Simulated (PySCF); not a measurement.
**31P chemical shifts**

Non-relativistic Hamiltonian, one computed conformer, averaged over atoms made equivalent by symmetry, fast rotation or ring inversion, no solvent model. Structure optimised with GFN2-xTB; shieldings: GIAO PBE0/pcSseg-1; PySCF.

Shieldings were converted by a linear fit to measured shifts: 31P (scatter 18.1 ppm rms vs H3PO4, solution or neat liquid). Occasional misses reach two or three times the rms, and more in compound classes unlike the fitted ones.

**Question.** Give the 31P shifts of `C[P@@]1(=O)C=Cc2ccccc21`, `C#C[P@]1(=O)C=CCC1`, `CCP1(=S)CC[SiH2]CC1`, `C/C=P/c1ccoc1`, `C=Cc1ccpcc1C(C)=O`.

**Answer.** 
| compound | environment | δ (ppm) |
| --- | --- | --- |
| C[P@@]1(=O)C=Cc2ccccc21 | phosphorus bonded to 3 C, O, in a 5-membered ring | 22.6 |
| C#C[P@]1(=O)C=CCC1 | phosphorus bonded to 3 C, O, in a 5-membered ring | 13.0 |
| CCP1(=S)CC[SiH2]CC1 | phosphorus bonded to 3 C, S, in a 6-membered ring | 31.1 |
| C/C=P/c1ccoc1 | phosphorus bonded to 2 C | 200.0 |
| C=Cc1ccpcc1C(C)=O | phosphorus bonded to 2 C, in a 6-membered ring | 199.0 |

**Question.** Match the shifts 203.5, 130.3, 77.2, 26.4 ppm to `CC[C@H]1C[P@@](=S)(C[SiH3])C1`, `c1cpc(C2CC2)o1`, `COc1ccccp1`, `COc1cccpc1`.

**Answer.** 203.5: COc1cccpc1 (phosphorus bonded to 2 C, in a 6-membered ring); 130.3: COc1ccccp1 (phosphorus bonded to 2 C, in a 6-membered ring); 77.2: c1cpc(C2CC2)o1 (phosphorus bonded to 2 C, in a 5-membered ring); 26.4: CC[C@H]1C[P@@](=S)(C[SiH3])C1 (phosphorus bonded to 3 C, S, in a 4-membered ring).
